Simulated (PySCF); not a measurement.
## SeCl4: core ionisation energies

Compound: SeCl4.
Cartesian coordinates in Å at the PBE0-D3(BJ)/def2-SVP level; atoms count from 1:
```xyz
5
SeCl4 angstrom
Se    -0.3002   -0.4189   -0.0046
Cl    -0.3624   -0.4811    2.3216
Cl    -0.3210   -0.4637   -2.3315
Cl     1.8616   -0.3035    0.0129
Cl    -0.8781    1.6672    0.0017
```

Level of theory: delta-SCF UKS SCAN, pcX-2 on the ionised atom, pcseg-1 elsewhere, spin-free X2C in PySCF. Binding energies are ΔSCF values: E(core-ionised, relaxed orbitals) − E(ground state) at a fixed geometry, referred to the vacuum level.

List the computed XPS lines with their assignment.

```csv
atom(s),bonded to,level,binding energy (eV),2p1/2 (eV),count
Cl2/Cl3,Se,Cl 1s,2827.68,–,2
Cl2/Cl3,Se,Cl 2p3/2,205.09,206.75,2
```

Give the binding energy of Cl 1s of Cl2 (atom 2)/Cl3 in hartree and in kJ/mol.

2827.68 eV = 103.9153 Eh = 272830 kJ/mol.

Atoms equivalent by their bonding share one computed value, that of the first of them. The list is incomplete; no value stands for Cl 1s of Cl4, Cl5 or Cl 2p of Cl4, Cl5. The 2p values aren't plain energy differences: one relaxed spin-free 2p hole is combined with a matrix within the shell (ground-state 2p orbital-energy differences and spin–orbit coupling). 2p3/2, the mean of its two sublevels, lies a third of the splitting below the shell's mean and 2p1/2 two thirds above it; the statistical areas are 2:1. 2p1/2 minus 2p3/2 (ligand field included): Cl 1.65 eV. No level of selenium is listed. Isolated species at its PBE0-D3(BJ)/def2-SVP geometry, gas phase.
